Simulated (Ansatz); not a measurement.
`[NH2][In]([OH])[Br]` + H₂ → `[NH2][InH][Br]` + H₂O  (hydrogenolysis of the In–O bond)

Gas-phase electronic energies from Ansatz, PBE0-D4/def2-TZVP geometries. CCSD(T)/CBS adds triple-zeta CCSD(T) − MP2 to the extrapolated MP2 energy (def2 sets, frozen cores). This one scheme is used for every species. Functionals use def2-TZVPP. def2 core potentials past Kr. For Br, In outer-core shells are correlated without core-valence functions, which leaves a few kJ/mol of doubt a bond. Scalar relativity is left out up to krypton. One conformer a species, not always the lowest.

```
              species  LDA (SPW92) energy (Eh)
`[NH2][In]([OH])[Br]`              -2891.34641
                   H₂                 -1.13685
     `[NH2][InH][Br]`              -2816.58529
                  H₂O                -75.90194
```

(1) Work out ΔE.

Largest T1 diagnostic among the species: 0.013.

## Answers

(1) ΔE = (-2816.58529) + (-75.90194) − (-2891.34641) − (-1.13685) = -0.00397 Eh = -0.11 eV. CCSD(T)/CBS gives +0.04 eV.

At CCSD(T), def2-SVP lies −0.04 eV from the extrapolated value and def2-TZVPP −0.04 eV. From BLYP to BHLYP (50 % exact exchange), in def2-TZVPP and without D4, ΔE moves by −0.17 eV. The D4 term adds +0.04 eV with B3LYP and +0.02 eV with PBE0; it sums over pairs of atoms, weighted by their polarisabilities, and B3LYP, whose exchange is more repulsive, gets the larger term.

B3LYP here is the variant with VWN-RPA as its local correlation; programs differ in this.
